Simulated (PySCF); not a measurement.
# Cobalt: a sound run and one with changed settings

Sound run: Co⁺ [Ar] 3d8, Co²⁺ [Ar] 3d7. Calculation: PySCF 2.14, in aug-cc-pVDZ (7s6p4d2f, 59 functions); the non-relativistic Hamiltonian (point nucleus). In the sound run the correlated levels freeze [Ar]. The sound run starts from symmetry-adapted Hartree-Fock orbitals and uses a fine grid where one is needed.

Changed run: all electrons correlated in a basis built for the valence shell.

| species | method | sound run (hartree) | changed run (hartree) | converged |
| --- | --- | --- | --- | --- |
| Co⁺ | MP2 | -1381.37859 | -1381.61117 | yes |
| Co²⁺ | MP2 | -1380.75723 | -1380.97065 | yes |

Ionisation energy of Co⁺:

| method | sound run (eV) | changed run (eV) |
| --- | --- | --- |
| UHF | 14.397 | 14.397 |
| MP2 | 16.908 | 17.429 |
| SCS-MP2 | 16.771 | 17.133 |

A valence basis has no tight correlating functions, so it recovers only part of the core correlation, and not evenly between atom and ion.

For comparison, NIST gives 17.084 eV between the lowest levels.
